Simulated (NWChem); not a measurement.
System: GeHCl, singlet; SMILES [Cl][GeH]

The following NWChem deck was run.

```
start job
memory heap 200 mb stack 900 mb global 1100 mb
geometry units angstroms noautoz
  Ge    -0.017290    -0.756268     0.000000
  H      1.579635    -0.869610     0.000000
  Cl    -0.002840     1.425353     0.000000
end
basis spherical
  * library def2-svpd
end
dft
  xc xpbe96 cpbe96
  iterations 150
  vectors input atomic output neutral.movecs
end
task dft energy
charge 1
dft
  odft
  mult 2
  vectors input atomic output cation.movecs
end
task dft energy
charge -1
dft
  odft
  mult 2
  vectors input atomic output anion.movecs
end
task dft energy
```

Low-valent species are run as closed-shell singlets; no triplet was tried in these runs. Geometry: optimised at PBE0-D3(BJ)/def2-TZVP.

Ions are spin-unrestricted doublets at the neutral geometry; other ion states weren't tried.

Question: Give the results of this calculation. (PBE/def2-SVPD, vertical spin-unrestricted ions.) Quantities: vertical ionisation energy, ΔSCF (eV); −ε(HOMO) (eV).

Answer: 
```
Quantity                               Value
-------------------------------------  -----
vertical ionisation energy, ΔSCF (eV)   9.39
−ε(HOMO) (eV)                           6.12
```
